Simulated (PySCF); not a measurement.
Compound: 1,1,1-trichlorotrifluoroethane, C2Cl3F3.
Atom-mapped SMILES: `[F:1][C:2]([F:3])([F:4])[C:5]([Cl:6])([Cl:7])[Cl:8]`

Geometry (PBE0-D3(BJ)/def2-SVP, Å), atoms numbered from 1 in this order:
```
atom  x, y, z in Å
F1    -1.1196    0.9710    0.9738
C2    -0.6706    0.4347   -0.1488
F3    -1.6107   -0.3474   -0.6536
F4    -0.4138    1.4038   -1.0119
C5     0.6188   -0.3915    0.1304
Cl6    1.8433    0.6898    0.7993
Cl7    0.2248   -1.6668    1.2856
Cl8    1.1769   -1.0887   -1.3920
```

Method used: PBE0-D3(BJ)/def2-SVP geometry optimisation, gas phase (PySCF).

Take the most abundant isotopes and a rigid rotor. 

Question: Give the principal moments of inertia and the rotational constants in MHz.

Answer: Ia = 382.00, Ib = 453.56, Ic = 453.60 u·Å²; 505379 MHz·u·Å²/I gives A = 1323, B = 1114, C = 1114 MHz.

Question: What kind of rotor is it?

Answer: A prolate symmetric top, as the point group C3v requires two equal moments. Ray's parameter κ = (2B − A − C)/(A − C) = -0.999; −1 is the prolate and +1 the oblate limit.

Question: Where do the R-branch lines fall?

Answer: The dipole of 0.55 D lies along the symmetry axis, so ΔK = 0 and J+1 ← J falls at 2B(J+1) for every K: 2.23 GHz, 4.46 GHz, 6.69 GHz, 8.91 GHz, 11.14 GHz for J = 0 to 4.

Question: Estimate the classical rotational partition function at 25 K, 50 K and 500 K.

Answer: Point group C3v, symmetry number σ = 3; q = (√π/σ)·√((kT/h)³/(ABC)), k/h = 20836.6 MHz/K: 5480 at 25 K, 15500 at 50 K, 490000 at 500 K.

No PBE0-D3(BJ)/def2-SVP frequencies stand behind this structure, so it isn't proved a minimum. No vibrational averaging or centrifugal distortion is included, and the geometry carries the error of its method.
